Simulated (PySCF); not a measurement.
## From computed data to an observable: chemical shift, span and skew from a shielding tensor

Ga(H)(Br)(NH2) (BrGaH3N), SMILES [NH2][GaH][Br]. Atoms are numbered in the order given.

```xyz
6

Ga     0.4140    -0.8846     0.0000
H      1.8953    -1.3367     0.0000
Br    -0.1344     1.3526     0.0000
N     -1.0136    -1.9889     0.0000
H     -1.9742    -1.6579     0.0000
H     -0.9546    -3.0031     0.0000
```
Charge 0, spin multiplicity 1.

The structure is a stationary point at TPSSh-D3(BJ)/def2-SVP. One conformer was computed; it need not be the lowest.

GIAO shieldings from PBE0/pcSseg-1 (PySCF), non-relativistic, no solvent. The symmetric part of the tensor of N4 has the principal values 128.1, 214.5, 250.2 ppm. The same nucleus in NH3 has σ = 267.4 ppm at this level (PySCF, at its B3LYP-D3(BJ)/def2-TZVP geometry). Without spin–orbit terms, shifts of atoms bonded to Cl or Br come out too high.

Question: Work out the isotropic shielding, the ¹⁵N shift against NH3, the span and the skew.

Answer: 
σ(iso) = (σ11 + σ22 + σ33)/3 = 197.6 ppm. δ = σ(ref) − σ(iso) = 267.4 − (197.6) = 69.8 ppm.
Span Ω = σ33 − σ11 = 122.1 ppm. Skew κ = 3(σ(iso) − σ22)/Ω = -0.42. Tumbling in solution averages the tensor to δ; in a static solid the shielding alone would spread this spin-1/2 line over Ω.
